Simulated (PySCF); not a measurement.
PySCF job for Sn(F)2(Me)(OH) (CH4F2OSn), SMILES [CH3][Sn]([OH])([F])[F], PBE-D3(BJ)/def2-SVP. Geometry: PBE-D3(BJ)/def2-SVP. The structure was generated by enumeration; whether it is a known compound was not checked. The def2 effective core potentials stand for the cores of Sn; spin–orbit coupling is left out. The values are those of a single conformer.

```python
import numpy as np
from pyscf import gto, scf, dft, df
from pyscf.hessian import thermo

mol = gto.M(
    atom='''
    C     0.18466858    2.14658517    0.00000001
    Sn    0.01250384    0.01597038    0.00000000
    O     1.77286369   -0.90872578    0.00000003
    F    -1.01034767   -0.66645174   -1.52038910
    F    -1.01034773   -0.66645176    1.52038906
    H    -0.31204682    2.53068248    0.90929029
    H    -0.31204679    2.53068249   -0.90929028
    H     1.25953816    2.40341311    0.00000003
    H     1.63470086   -1.87687038    0.00000002
    ''',
    basis='def2-SVP',
    ecp={'Sn': 'def2-svp'},
    charge=0,
    spin=0,
    max_memory=1600,
    verbose=3,
)
mf = dft.RKS(mol, xc='pbe').density_fit(auxbasis='def2-universal-jkfit')
mf.disp = 'd3bj'
mf.grids.level = 3
mf.conv_tol = 1e-11
mf.max_cycle = 100
mf.kernel()

# [left out here: the lines that compute and print the analytic Hessian (its translational invariance restored by hand, since the grid's response is missing), thermochemistry and intensities]
```

Output:

```
converged SCF energy = -529.221568658498

WARN: DFTD3 does not support analytical Hessian, using finite difference


WARN: Mole.unit (angstrom) is changed to Bohr

Mode                                 0                   1                   2
Irrep
Freq [cm^-1]                       63.2250            106.8397            118.4195
Reduced mass [au]                   1.0247              3.0999              3.8911
Force const [Dyne/A]                0.0024              0.0208              0.0321
Char temp [K]                      90.9667            153.7186            170.3793
Normal mode                   x     y     z       x     y     z       x     y     z
       0   C                 0.00  0.00 -0.00    0.00 -0.00  0.12   -0.17  0.01  0.00
       1  Sn                -0.00  0.00  0.00   -0.00 -0.00 -0.01    0.02 -0.00 -0.00
       2   O                 0.00  0.00  0.02    0.00  0.00 -0.06   -0.04 -0.12  0.00
       3   F                 0.01  0.00 -0.01    0.04 -0.10  0.01    0.01  0.05 -0.02
       4   F                -0.01 -0.00 -0.01   -0.04  0.10  0.01    0.01  0.05  0.02
       5   H                 0.49 -0.04  0.28    0.02 -0.08  0.17   -0.22 -0.06 -0.00
       6   H                -0.49  0.04  0.28   -0.02  0.08  0.17   -0.22 -0.06  0.00
       7   H                 0.00 -0.00 -0.57    0.00 -0.00  0.12   -0.20  0.17  0.00
       8   H                 0.00  0.00  0.07    0.00  0.00 -0.44   -0.13 -0.11  0.00
Mode                                 3                   4                   5
Irrep
Freq [cm^-1]                      141.0101            170.5885            180.1150
Reduced mass [au]                   2.5922             15.5337             10.5367
Force const [Dyne/A]                0.0304              0.2663              0.2014
Char temp [K]                     202.8821            245.4388            259.1454
Normal mode                   x     y     z       x     y     z       x     y     z
       0   C                 0.00 -0.00  0.11   -0.03  0.00  0.00   -0.01 -0.04  0.00
       1  Sn                -0.00  0.00 -0.04    0.03 -0.00  0.00   -0.00 -0.04 -0.00
       2   O                 0.00  0.00  0.10    0.04  0.02 -0.00    0.07  0.09 -0.00
       3   F                -0.06 -0.03  0.01   -0.11 -0.01  0.10   -0.03  0.10 -0.05
       4   F                 0.06  0.03  0.01   -0.11 -0.01 -0.10   -0.03  0.10  0.05
       5   H                -0.02 -0.12  0.16   -0.06 -0.03 -0.00   -0.02 -0.05 -0.00
       6   H                 0.02  0.12  0.16   -0.06 -0.03  0.00   -0.02 -0.05  0.00
       7   H                 0.00 -0.00  0.17   -0.05  0.07 -0.00   -0.02 -0.03 -0.00
       8   H                 0.00  0.00  0.50    0.06  0.02  0.00    0.20  0.08  0.00
Mode                                 6                   7                   8
Irrep
Freq [cm^-1]                      215.7068            514.3393            605.8514
Reduced mass [au]                   1.8556              4.4901             14.8572
Force const [Dyne/A]                0.0509              0.6999              3.2131
Char temp [K]                     310.3540            740.0198            871.6853
Normal mode                   x     y     z       x     y     z       x     y     z
       0   C                 0.00 -0.00 -0.01   -0.02 -0.24 -0.00   -0.00 -0.06 -0.00
       1  Sn                 0.00 -0.00 -0.01    0.00  0.02  0.00    0.01  0.03 -0.00
       2   O                 0.00  0.00  0.15   -0.04  0.02 -0.00    0.11 -0.06  0.00
       3   F                -0.05  0.02  0.00    0.02  0.01  0.03   -0.07 -0.05 -0.10
       4   F                 0.05 -0.02  0.00    0.02  0.01 -0.03   -0.07 -0.05  0.10
       5   H                 0.01  0.01 -0.01   -0.02 -0.23 -0.00   -0.01 -0.07  0.00
       6   H                -0.01 -0.01 -0.01   -0.02 -0.23  0.00   -0.01 -0.07 -0.00
       7   H                 0.00 -0.00 -0.03   -0.02 -0.23 -0.00   -0.00 -0.07  0.00
       8   H                 0.00  0.00 -0.71   -0.03  0.02  0.00    0.01 -0.05  0.00
Mode                                 9                  10                  11
Irrep
Freq [cm^-1]                      614.4971            618.3151            756.5554
Reduced mass [au]                  20.5980             15.9665              1.1868
Force const [Dyne/A]                4.5826              3.5965              0.4002
Char temp [K]                     884.1245            889.6178           1088.5147
Normal mode                   x     y     z       x     y     z       x     y     z
       0   C                 0.00  0.00 -0.01    0.01  0.01  0.00   -0.11  0.01  0.00
       1  Sn                 0.00 -0.00 -0.04    0.04 -0.01  0.00    0.01 -0.00 -0.00
       2   O                -0.00  0.00  0.00   -0.17  0.09 -0.00    0.00  0.00  0.00
       3   F                 0.08  0.05  0.12   -0.04 -0.03 -0.06   -0.01  0.00 -0.00
       4   F                -0.08 -0.05  0.12   -0.04 -0.03  0.06   -0.01  0.00  0.00
       5   H                -0.00 -0.04  0.01   -0.01 -0.01 -0.00    0.23  0.33  0.05
       6   H                 0.00  0.04  0.01   -0.01 -0.01  0.00    0.23  0.33 -0.05
       7   H                -0.00  0.00  0.01   -0.00  0.06 -0.00    0.06 -0.68 -0.00
       8   H                -0.00  0.00 -0.01   -0.04  0.08  0.00   -0.19  0.03  0.00
Mode                                12                  13                  14
Irrep
Freq [cm^-1]                      759.6836            861.2076           1154.6519
Reduced mass [au]                   1.1968              1.0902              1.2000
Force const [Dyne/A]                0.4069              0.4764              0.9426
Char temp [K]                    1093.0156           1239.0859           1661.2870
Normal mode                   x     y     z       x     y     z       x     y     z
       0   C                -0.00  0.00 -0.11   -0.03  0.01 -0.00    0.01  0.12  0.00
       1  Sn                 0.00 -0.00  0.01    0.00  0.01  0.00   -0.00 -0.00 -0.00
       2   O                -0.00  0.00 -0.00   -0.05 -0.04 -0.00   -0.00  0.00 -0.00
       3   F                -0.00  0.00 -0.01    0.00 -0.00  0.00    0.00  0.00  0.00
       4   F                 0.00 -0.00 -0.01    0.00 -0.00 -0.00    0.00  0.00 -0.00
       5   H                 0.00 -0.60  0.15    0.04  0.05  0.02   -0.13 -0.48  0.16
       6   H                -0.00  0.60  0.15    0.04  0.05 -0.02   -0.13 -0.48 -0.16
       7   H                 0.00 -0.00  0.23    0.01 -0.14  0.00    0.14 -0.50 -0.00
       8   H                -0.00  0.00 -0.04    0.93 -0.16  0.00   -0.02  0.01  0.00
Mode                                15                  16                  17
Irrep
Freq [cm^-1]                     1377.2860           1378.8747           3006.4474
Reduced mass [au]                   1.0545              1.0539              1.0284
Force const [Dyne/A]                1.1785              1.1806              5.4767
Char temp [K]                    1981.6080           1983.8937           4325.6084
Normal mode                   x     y     z       x     y     z       x     y     z
       0   C                -0.00  0.00 -0.06    0.06 -0.00 -0.00    0.00  0.04 -0.00
       1  Sn                -0.00  0.00 -0.00    0.00 -0.00 -0.00   -0.00 -0.00 -0.00
       2   O                 0.00  0.00  0.00   -0.00 -0.00  0.00    0.00 -0.00 -0.00
       3   F                -0.00 -0.00 -0.00    0.00  0.00  0.00   -0.00 -0.00 -0.00
       4   F                 0.00  0.00 -0.00    0.00  0.00 -0.00   -0.00 -0.00  0.00
       5   H                 0.39  0.23  0.07   -0.49  0.19 -0.37    0.26 -0.19 -0.47
       6   H                -0.39 -0.23  0.07   -0.49  0.19  0.37    0.26 -0.19  0.47
       7   H                -0.00  0.00  0.72    0.12 -0.31  0.00   -0.56 -0.12 -0.00
       8   H                -0.00  0.00  0.00    0.01 -0.00  0.00   -0.00 -0.00  0.00
Mode                                18                  19                  20
Irrep
Freq [cm^-1]                     3136.7301           3136.8268           3702.9812
Reduced mass [au]                   1.1074              1.1072              1.0668
Force const [Dyne/A]                6.4194              6.4189              8.6185
Char temp [K]                    4513.0562           4513.1953           5327.7655
Normal mode                   x     y     z       x     y     z       x     y     z
       0   C                -0.09  0.01 -0.00    0.00 -0.00 -0.09   -0.00  0.00 -0.00
       1  Sn                -0.00  0.00 -0.00    0.00 -0.00 -0.00   -0.00 -0.00  0.00
       2   O                 0.00 -0.00 -0.00   -0.00  0.00 -0.00   -0.01 -0.06 -0.00
       3   F                -0.00  0.00  0.00    0.00  0.00  0.00   -0.00  0.00 -0.00
       4   F                -0.00  0.00 -0.00   -0.00 -0.00  0.00   -0.00  0.00  0.00
       5   H                 0.16 -0.13 -0.33   -0.31  0.23  0.55    0.00  0.00  0.00
       6   H                 0.16 -0.13  0.33    0.31 -0.23  0.55    0.00  0.00 -0.00
       7   H                 0.75  0.18 -0.00   -0.00 -0.00 -0.01   -0.00  0.00 -0.00
       8   H                 0.00 -0.00 -0.00   -0.00 -0.00 -0.00    0.12  0.96  0.00
temperature 298.1500 [K]
pressure 101325.00 [Pa]
Rotational constants [GHz] 2.76402 2.55782 2.50903
Symmetry number 1
Zero-point energy (ZPE) 0.05153 [Eh]   135298.556 [J/mol]
                           tot       elec      trans        rot        vib
Entropy [J/mol/K]       384.520      0.000    174.103    114.207     96.210
Cv [J/mol/K]            108.711      0.000     12.472     12.472     83.767
Cp [J/mol/K]            117.025      0.000     20.786     12.472     83.767
Internal energy [J/mol]                      3718.434   3718.434 149948.509
Internal energy [Eh]   -529.16162  -529.22157
Enthalpy [J/mol]                             6197.391   3718.434 149948.509
Enthalpy [Eh]          -529.16068
Gibbs free energy [J/mol]                  -45711.323 -30332.403 121263.543
Gibbs free energy [Eh] -529.20435
mode   freq/cm-1   IR/(km/mol)
   1       63.22         0.303
   2      106.84        12.544
   3      118.42         0.005
   4      141.01         1.996
   5      170.59        15.731
   6      180.12        45.876
   7      215.71       106.927
   8      514.34         1.431
   9      605.85        41.777
  10      614.50        56.165
  11      618.32        69.241
  12      756.56        19.019
  13      759.68        27.940
  14      861.21        79.217
  15     1154.65         0.456
  16     1377.29         5.231
  17     1378.87         4.800
  18     3006.45         0.054
  19     3136.73         1.114
  20     3136.83         1.058
  21     3702.98        72.491
max |gradient| / (hartree/bohr): 0.00014767658047390976
APT charges: [-0.2647  1.8099 -0.7127 -0.601  -0.601   0.04    0.04    0.0396  0.2499]
```

The run converged.

Cost: around 80 core-seconds (rough).
